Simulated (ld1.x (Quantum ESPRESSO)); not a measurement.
# Fe: variants of one TM potential

Base potential:

iron, norm-conserving Troullier–Martins (Kleinman–Bylander form), made with ld1.x (Quantum ESPRESSO) 7.5 (LDA (PZ), scalar-relativistic). Core [Ne], reference 3s2 3p6 3d6 4s2 4p0. Waves: 3p (bound): rc 1.15 bohr; 3d (bound): rc 1.65 bohr; 3s (bound): rc 0.95 bohr. Local part: the s channel. Core correction: a·sin(br)/r model core, default radius (core density twice the valence density).

Occupied shells without a wave of their own: 4s. They enter only through the test configuration that unscreens the potential, and ld1.x also counts them in the model core charge.

All-electron outer shells of the reference configuration (LDA (PZ), scalar-relativistic, ld1.x):

```tsv
shell	level (eV)	outermost node (bohr)	outermost maximum (bohr)
2s	-817.90	0.08	0.22
2p	-698.00	–	0.18
3s	-93.51	0.33	0.70
3p	-59.93	0.30	0.72
3d	-7.75	–	0.71
4s	-5.49	1.01	2.38
4p	-1.44	1.10	3.29
```

Cutoffs, loose and tight: the cutoffs (Ry, on a coarse ladder) from which the occupation-weighted sum of valence levels, in a spherical-Bessel basis at the reference potential, stays within 10 and 1 mRy of its value at 400 Ry. They do not see the model core or the augmentation charge, which bear on the density cutoff. Test errors are all-electron minus pseudo excitation energies from the reference, over the configurations 3s2 3p6 3d6 4s1 4p0; 3s2 3p6 3d6 4s0 4p0; 3s2 3p6 3d5 4s0 4p0; 3s2 3p6 3d5 4s2 4p1; 3s2 3p6 3d6 4s1.5 4p0; 3s2 3p6 3d6 4s1 4p1; 3s2 3p6 3d6 4s0 4p1 (two spin-polarised tests are not counted in the largest error). A dash means not determined; rows that change the core or the reference have their own tests. The largest error is taken over the tests solved by every variant that gives reliable tests at all: 3s2 3p6 3d5 4s0 4p0; 3s2 3p6 3d5 4s2 4p1; 3s2 3p6 3d6 4s0 4p0; 3s2 3p6 3d6 4s0 4p1; 3s2 3p6 3d6 4s1 4p0; 3s2 3p6 3d6 4s1 4p1; 3s2 3p6 3d6 4s1.5 4p0.

With those shells counted twice in exchange and correlation these files are broken, and their errors move erratically; no question is asked of them.

| change | outcome | cutoff, loose | cutoff, tight | bound ghosts | largest test error (meV) |
| --- | --- | --- | --- | --- | --- |
| base | generated | 160 Ry | 260 Ry | none | -1691 |
| wave 3p (bound): rc 1.15 bohr becomes 3p (bound): rc 0.82 bohr | generated | 160 Ry | 300 Ry | none | -1692 |
| wave 3p (bound): rc 1.15 bohr becomes 3p (bound): rc 0.98 bohr | generated | 160 Ry | 260 Ry | none | -1691 |
| wave 3p (bound): rc 1.15 bohr becomes 3p (bound): rc 1.14 bohr | generated | 160 Ry | 260 Ry | none | -1691 |
| wave 3p (bound): rc 1.15 bohr becomes 3p (bound): rc 1.32 bohr | generated | 160 Ry | 260 Ry | none | -1691 |
| wave 3p (bound): rc 1.15 bohr becomes 3p (bound): rc 1.52 bohr | generated | 160 Ry | 260 Ry | none | -1692 |
| wave 3p (bound): rc 1.15 bohr becomes 3p (bound): rc 1.66 bohr | generated | 160 Ry | 260 Ry | none | -1695 |

Reading the sweep of the p radius (base included, trends over the rows without a ghost): The loose cutoff stays near 160 Ry. The median size of the test errors (rows with all tests solved) stays near 300.4 meV.
